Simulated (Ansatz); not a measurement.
Species: SiBr$_{3}$, net charge -1, singlet state. It need not be the lowest isomer of its formula. Whether it binds its extra electron was not tested at this geometry. 
Structure (B3LYP-D3(BJ)/def2-TZVP (Ansatz, a first-principles code) minimum search):
```
Si
Br 1 2.4132
Br 1 2.4132 2 98.81
Br 1 2.4132 2 98.81 3 100.42
```
Charge -1, spin multiplicity 1.

Parts of the frozen-core correlation energy in STO-3G (Ansatz, hartree). Frozen orbitals: 47; correlated occupied orbitals by spin: 13 and 13; virtual: 3 and 3. No spin-orbit coupling. No relativistic terms.

```csv
term,value
reference (HF),-7919.66553
MP2 opposite-spin,-0.03418
MP2 same-spin,-0.00381
CCSD correlation,-0.04965
(T),-0.00126
FCI minus CCSD(T),-0.00022
T1 diagnostic,0.007
largest doubles amplitude,0.064
```
